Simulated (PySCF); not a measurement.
Gas-phase reaction: SnO + 3 H ⇌ SnH2 + OH

Method: PySCF energies (xtb for GFN2) plus ideal-gas RRHO corrections (1 bar). † marks an energy on the PBE0/def2-TZVP geometry and frequencies; other levels use their own. MP2 freezes the core. Open shells (unrestricted): H (multiplicity 2), OH (multiplicity 2); the rest are closed-shell singlets. GFN2 has no spin-polarisation term. Spin-orbit splitting is ignored; it lowers the true energy and changes the entropy of OH. Sn: scalar-relativistic def2 core potential, no spin-orbit coupling. SnH2: computed as isolated molecules; such fragments, hydroxides, amides, oligomers or adducts are transient or little studied in the gas. MP2 isn't extrapolated to the basis-set limit.

PBE/def2-SVP gives ΔH°(298 K) = -357 kJ.

Question: What do MP2/def2-SVP†, PBE0/def2-SVP†, GFN2-xTB give?

Answer: MP2/def2-SVP†: -311 kJ; PBE0/def2-SVP†: -421 kJ; GFN2-xTB: -451 kJ. For scale, ΔH°(298 K) is -357 kJ at this level, -421 kJ at ωB97M-V/def2-TZVP†, and runs from -451 to -309 kJ over the 18 levels computed († marks an energy on the PBE0/def2-TZVP geometry).
